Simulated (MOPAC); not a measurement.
A run for MOPAC: PM3 on CdH2O (SMILES [OH][CdH]), a point of a bond scan (R = 3.288 Å).

```
PM3 1SCF PRECISE CHARGE=0 THREADS=1
CdH2O

Cd    -0.26732703 1    -0.09913817 1    -0.03051427 1
H     -3.30825161 1    -1.29881865 1    -0.38272049 1
O      1.61160576 1     0.50063274 1     0.17708425 1
H      1.72664054 1     1.45254853 1     0.25462809 1
```

It printed:

```
*******************************************************************************
 **                                                                           **
 **                              MOPAC v23.2.5                                **
 **                                                                           **
 *******************************************************************************
 ** MOPAC's Digital Object Identifier: https://doi.org/10.5281/zenodo.6511958 **
 **                                                                           **
 ** Please cite the open-source release paper for use of this MOPAC version:  **
 ** J. E. Moussa and J. J. P. Stewart (2026)                                  **
 ** MOPAC: An open-source semiempirical molecular orbital program             **
 ** J. Open Source Softw., 11(119), 8025, https://doi.org/10.21105/joss.08025 **
 *******************************************************************************

                              PM3 CALCULATION RESULTS

 *******************************************************************************
 *  PM3        - The PM3 Hamiltonian to be used
 *
 *
 *
 *                 CHARGE ON SYSTEM = 0
 *
 *
 *
 *  PRECISE    - TIGHTER CRITERIA TO BE USED
 *  1SCF       - DO 1 SCF AND THEN STOP
 *  THREADS=1  - MULTI-THREADING NOT USED
 *  T=         - A TIME OF 172800.0 SECONDS REQUESTED
 *  DUMP=N     - RESTART FILE WRITTEN EVERY 7200.0 SECONDS REQUESTED
 *******************************************************************************
PM3 1SCF PRECISE CHARGE=0 THREADS=1
 CdH2O

   ATOM   CHEMICAL          X               Y               Z
  NUMBER   SYMBOL      (ANGSTROMS)     (ANGSTROMS)     (ANGSTROMS)

     1      Cd         -0.26732703  *  -0.09913817  *  -0.03051427  *
     2       H         -3.30825161  *  -1.29881865  *  -0.38272049  *
     3       O          1.61160576  *   0.50063274  *   0.17708425  *
     4       H          1.72664054  *   1.45254853  *   0.25462809  *



          CARTESIAN COORDINATES

    NO.       ATOM           X           Y           Z

     1        Cd         -0.2673     -0.0991     -0.0305
     2         H         -3.3083     -1.2988     -0.3827
     3         O          1.6116      0.5006      0.1771
     4         H          1.7266      1.4525      0.2546

  H: (PM3): J. J. P. STEWART, J. COMP. CHEM. 10, 209 (1989).
  O: (PM3): J. J. P. STEWART, J. COMP. CHEM. 10, 209 (1989).
 Cd: (PM3): J. J. P. STEWART, J. COMP. CHEM. 12, 320-341 (1991).

           Empirical Formula: H2 O Cd  =     4 atoms



      MOLECULAR POINT GROUP   :   Cs


      RHF CALCULATION, NO. OF DOUBLY OCCUPIED LEVELS = 5


 -------------------------------------------------------------------------------
 PM3 1SCF PRECISE CHARGE=0 THREADS=1
 CdH2O



     1SCF WAS SPECIFIED, SO BFGS WAS NOT USED
     SCF FIELD WAS ACHIEVED


                              PM3 CALCULATION
                                                       MOPAC v23.2.5 Linux




          FINAL HEAT OF FORMATION =        115.08447 KCAL/MOL =     481.51343 KJ/MOL


          COSMO AREA              =         83.31 SQUARE ANGSTROMS
          COSMO VOLUME            =         55.97 CUBIC ANGSTROMS

          IONIZATION POTENTIAL    =          6.960503 EV
          HOMO LUMO ENERGIES (EV) =         -6.961 -1.349
          NO. OF FILLED LEVELS    =          5
          MOLECULAR WEIGHT        =        130.4252         POINT GROUP:  Cs

          MOLECULAR DIMENSIONS (Angstroms)

            Atom       Atom       Distance
            H     4    H     2     5.77290
            O     3    H     4     0.78032
            H     4   Cd     1     0.00000


          SCF CALCULATIONS        =          1





   ATOM   CHEMICAL          X               Y               Z
  NUMBER   SYMBOL      (ANGSTROMS)     (ANGSTROMS)     (ANGSTROMS)

     1      Cd         -0.26732703  *  -0.09913817  *  -0.03051427  *
     2       H         -3.30825161  *  -1.29881865  *  -0.38272049  *
     3       O          1.61160576  *   0.50063274  *   0.17708425  *
     4       H          1.72664054  *   1.45254853  *   0.25462809  *

                             CARTESIAN COORDINATES

   1   Cd       -0.267327030    -0.099138170    -0.030514270
   2    H       -3.308251610    -1.298818650    -0.382720490
   3    O        1.611605760     0.500632740     0.177084250
   4    H        1.726640540     1.452548530     0.254628090


           Empirical Formula: H2 O Cd  =     4 atoms



      MOLECULAR POINT GROUP   :   Cs


                  EIGENVALUES
 -33.01830 -14.06259 -10.98531 -10.12543  -6.96050  -1.34920   6.81233  21.13028
  21.14999  22.42099


              NET ATOMIC CHARGES AND DIPOLE CONTRIBUTIONS

  ATOM NO.   TYPE          CHARGE      No. of ELECS.   s-Pop       p-Pop
    1         Cd           1.046874        0.9531     0.90050     0.05263
    2          H          -0.386479        1.3865     1.38648
    3          O          -0.817312        6.8173     1.84736     4.96995
    4          H           0.156918        0.8431     0.84308
 DIPOLE           X         Y         Z       TOTAL
 POINT-CHG.    -0.228     1.042     0.054     1.068
 HYBRID        -0.266     0.460     0.009     0.532
 SUM           -0.495     1.502     0.063     1.583


          ATOMIC ORBITAL ELECTRON POPULATIONS

     Atom    s        px        py        pz
    1 Cd   0.90050   0.04144   0.00714   0.00405
    2  H   1.38648
    3  O   1.84736   1.70619   1.27391   1.98985
    4  H   0.84308

 **********************
 *                    *
 * JOB ENDED NORMALLY *
 *                    *
 **********************




 == MOPAC DONE ==
```

The run finished.

Cost: roughly 0.020 core-seconds.
